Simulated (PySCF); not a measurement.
Structure from NMR data

Molecular formula: C3H7B3O3. Simulated spectra:

¹H NMR (400 MHz, computed): δ 7.03 (dd, J = 21.0, 4.5 Hz, 1H), 6.60 (dd, J = 14.3, 4.5 Hz, 1H), 6.14 (dd, J = 21.0, 14.3 Hz, 1H), 4.47 (br, 1H), 0.57 (s, 3H).

¹³C{¹H} NMR (computed): δ 150.1 (CH2), 134.4 (CH), 0.0 (CH3).

PySCF calculation with structure optimised with PBE0-D3(BJ)/def2-SVP, spin–spin couplings from B3LYP/pcJ-1 (spin–dipole term only in couplings to heteroatoms) and σ from GIAO-B97-2/pcSseg-1; fast rotation and ring inversion assumed for equivalent nuclei, one computed conformer, no relativistic terms, isolated molecule.

Referencing at the same level of theory: TMS for ¹H (31.38 ppm), ¹³C (183.69 ppm).

**Question.** Propose a structure and justify it.

**Answer.** 
1. 3 carbon signals for 3 carbons: no two carbons are equivalent.
2. Carbon types of the structure: 1 × CH, 1 × CH2, 1 × CH3, leaving 1 H on heteroatoms.
3. δC 150.1: terminal =CH2 carbon; an sp2 carbon of a C=C bond.
4. δC 134.4: alkene CH; as expected for a trigonal carbon in a double bond.
5. δC 0.0: methyl carbon bonded to B.
6. δH 7.03, 6.60: hydrogen on a terminal =CH2 carbon; a vinylic proton, deshielded by the sp2 carbon and the C=C anisotropy.
7. δH 6.14: hydrogen on an alkene CH; attached to an sp2 carbon and in the plane of the double bond.
8. δH 4.47: hydrogen on a boron bonded to 2 O, in a 6-membered ring.
9. δH 0.57: hydrogen on a methyl carbon bonded to B.
10. The protons at 7.03 and 6.14 share a coupling of 21.0 Hz (vicinal, trans across C=C).
11. The protons at 6.60 and 6.14 share a coupling of 14.3 Hz (vicinal, cis across C=C).
12. The protons at 6.60 and 7.03 share a coupling of 4.5 Hz (geminal).

The compound is `O1B(C=C)OB(C)OB1`.

The data come from this structure; uniqueness wasn't tested.

Hydrogens on boron are broadened and split by ¹¹B (spin 3/2, 80 %) and 10B (spin 3). A carbon bonded to boron is broadened by the quadrupolar boron nucleus and is often missing from a measured spectrum. Splittings below 1 Hz are ignored in the labels, and close J values are merged. Unscaled 3J(H,H) at this level run about 10 % above measured values. Shifts are as computed. Against solution values, carbons near 30 ppm lie about +1 ppm off and those near 130 ppm about +2 ppm. Of 1211 compounds with measured shifts, 218 miss one by over three times the rms of a fit or turn the order of signals round; such compounds aren't used in these exercises.
